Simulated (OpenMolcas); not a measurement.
# Fe2+: effect of the metal basis

Fe2+ with its 6 nearest fluoride ions at 2.151 Å, on the Ca site of CsCaF3 (a = 4.526 Å, distance in the model lattice 2.263 Å). The rest of the host is ab initio model potentials to 7.6 Å and point charges beyond; the distance is set by hand and nothing relaxes.

```json
{"Program": "OpenMolcas", "Method": "CASSCF", "Spin-orbit coupling": "RASSI with atomic mean-field integrals over the reference wave functions"}
```

Fixed: ligand basis ANO-RCC-VDZP, active space 6 electrons in 5 orbitals (3d), DKH2 Hamiltonian.

States (labels of O, the rotations of Oh). Energies in cm-1 above the lowest state or level, χT in cm3 K/mol; under a threefold ground state the first gap can be a small split of the lowest multiplet, not the spin-orbit step.

```tsv
Run	Metal basis	Ground state	First state of that spin	First gap with spin-orbit (degeneracies)	χT at 300 K	First state of another spin	Cost
A	ANO-RCC-VDZP	5T2	5E 6374	191.3 (3, 2)	4.132	3T1 18378	roughly 30 core-seconds
B	ANO-RCC-VTZP	5T2	5E 6236	189.5 (3, 2)	4.131	3T1 18702	roughly 60 core-seconds
```

Against A, the first state of the same spin changes by -2.2 % in B.

Costs are those of the RASSCF and RASSI steps.

An orbital triplet at a regular site is open to Jahn-Teller coupling, which can distort the site and quench the lowest spin-orbit gaps and is left out. Without dynamic correlation the repulsion within the d shell is too large (B by tens of per cent), so at a given field states of lower spin stand too high. Ligand-to-metal charge-transfer states are missing. With no ligand orbital active B as a rule stays too high, so bands that hang on it stand too high and its fall with covalency is understated. With metal d orbitals alone and no dynamic correlation 10Dq can be off by a tenth to a fifth, either way, in oxide and fluoride hosts. No measured value stands beside these numbers; the geometry was set by hand and not optimised.
